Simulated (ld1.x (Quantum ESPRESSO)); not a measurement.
An all-electron radial function and its pseudo partner (titanium)

Columns: radius, all-electron u(r) and pseudo u(r) of the 4p shell (level -1.09 eV) of titanium in the configuration [Ar] 3d3 4s1 4p0; PBEsol, scalar-relativistic, ultrasoft scheme, ld1.x (Quantum ESPRESSO) 7.5.

```tsv
r (bohr)	all-electron	pseudo
0.230	0.0796	0.0050
0.460	-0.0657	0.0199
0.690	-0.1547	0.0436
0.920	-0.1501	0.0751
1.150	-0.0917	0.1126
1.380	-0.0129	0.1543
1.610	0.0684	0.1980
1.840	0.1441	0.2419
2.070	0.2110	0.2840
2.300	0.2685	0.3229
2.530	0.3169	0.3574
2.760	0.3567	0.3867
2.990	0.3888	0.4105
3.220	0.4136	0.4287
3.450	0.4319	0.4417
3.680	0.4442	0.4500
3.910	0.4514	0.4542
4.140	0.4540	0.4550
4.370	0.4527	0.4528
4.600	0.4480	0.4480
4.830	0.4405	0.4405
5.060	0.4309	0.4309
5.290	0.4195	0.4195
5.520	0.4068	0.4068
5.750	0.3933	0.3933
5.980	0.3791	0.3791
```

(1) How many radial nodes do the two functions have?

(2) At about which radius was the pseudo-wave matched?

(3) Where does each function peak?

(4) Is the pseudo-wave norm-conserving?

Answers

(1) The all-electron 4p function has n − l − 1 = 2; the pseudo-wave has 0, since the states of the same l below it are removed with the core.

(2) 4.60 bohr, where the columns begin to agree (steps of 0.23 bohr).

(3) Outermost all-electron maximum near 4.14 bohr, pseudo maximum near 4.14 bohr (to the table’s step).

(4) No, it belongs to an ultrasoft set: the norm inside the radius is not constrained, and the difference is carried by the augmentation charge.
